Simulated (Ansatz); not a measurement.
Reactions of `O[SiH2][SiH3]`.

Gas-phase electronic energies from Ansatz, PBE0-D4/def2-TZVP geometries. CCSD(T)/CBS adds triple-zeta CCSD(T) − MP2 to the extrapolated MP2 energy (def2 sets, frozen cores). This one scheme is used for every species, atoms too. DFT in def2-TZVPP. Open shells (•) are unrestricted, without spin–orbit coupling. Spin–orbit coupling would lower the free atoms: a little for Cl, F, O, Si. Bonds to Ge are less sure, by a few kJ/mol each and by 10 to 20 or more in all where they break to atoms, as the def2 sets lack core-valence functions. Scalar relativity is left out up to krypton. One conformer a species, not always the lowest.

| reaction | PBE0-D4 (eV) | MP2/CBS(def2) (eV) | CCSD(T)/CBS(def2) (eV) |
| --- | --- | --- | --- |
| `O[SiH2][SiH3]` + `[OH][GeH]([F])[SH]` → `[OH][GeH]([F])[S][SiH3]` + silanol | -0.61 | -0.84 | -0.72 |
| `O[SiH2][SiH3]` + `O=C(O)O` → `O=C(O)O[SiH2][SiH3]` + H₂O | 0.00 | -0.07 | -0.06 |
| `O[SiH2][SiH3]` + `CC=N` → `N=CC[SiH2][SiH3]` + H₂O | 0.76 | 0.79 | 0.81 |
| `O[SiH2][SiH3]` + `OB(O)F` → `OB(F)O[SiH3]` + silanol | -0.77 | -1.06 | -0.98 |
| `O[SiH2][SiH3]` + `[NH2][AlH][OH]` → `[OH][AlH][NH][SiH3]` + silanol | -0.46 | -0.70 | -0.61 |
| `O[SiH2][SiH3]` → silanol + `[SiH2]` | 2.60 | 2.51 | 2.38 |
| `O[SiH2][SiH3]` → H• + `O[SiH][SiH3]`• | 3.85 | 4.01 | 4.10 |
| `O[SiH2][SiH3]` → 6 H• + O• + 2 Si• | 28.58 | 29.16 | 29.21 |
| `O[SiH2][SiH3]` + Cl• → `O[SiH][SiH3]`• + HCl | -0.70 | -0.68 | -0.57 |
| `O[SiH2][SiH3]` + F• → `O[SiH][SiH3]`• + H–F | -2.05 | -2.35 | -2.08 |

Largest T1 diagnostic: 0.016, for `O[SiH][SiH3]`•.
